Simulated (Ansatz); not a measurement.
One change: `N=C(S)[SiH2]O` becomes `N=[C](S)[GeH3]`.

Ansatz, PBE0-D4/def2-TZVP geometries, multiplicity 1. Each molecule was computed in one conformer, which needn't be the lowest.

Scalar relativity is left out up to krypton.

| property | `N=C(S)[SiH2]O` |
| --- | --- |
| HOMO–LUMO gap (PBE0/def2-TZVPP) / eV | 6.67 |
| LUMO energy (PBE/def2-TZVPP) / eV | -2.04 |
| size of the dipole moment (B3LYP/def2-TZVPP) / D | 1.99 |
| LUMO energy (PBE0/def2-TZVPP) / eV | -1.04 |
| HOMO energy (PBE0/def2-TZVPP) / eV | -7.72 |
| HOMO energy (PBE/def2-TZVPP) / eV | -6.54 |

Question: What does the change do to each property? (Best estimate.)

Answer: Computed: 
| property | `N=[C](S)[GeH3]` | shift |
| --- | --- | --- |
| HOMO–LUMO gap (PBE0/def2-TZVPP) / eV | 6.78 | 0.11 |
| LUMO energy (PBE/def2-TZVPP) / eV | -1.74 | 0.30 |
| size of the dipole moment (B3LYP/def2-TZVPP) / D | 1.56 | -0.43 |
| LUMO energy (PBE0/def2-TZVPP) / eV | -0.73 | 0.31 |
| HOMO energy (PBE0/def2-TZVPP) / eV | -7.51 | 0.21 |
| HOMO energy (PBE/def2-TZVPP) / eV | -6.18 | 0.36 |

With PBE0 the HOMO rises by 0.21 eV and the LUMO rises by 0.31 eV, so the gap widens by about 0.10 eV. PBE moves the HOMO by 0.36 eV and ωB97M-V by 0.21 eV. Dipoles are sizes alone; their direction can turn.

B3LYP here is the variant with VWN-RPA as its local correlation; programs differ in this.
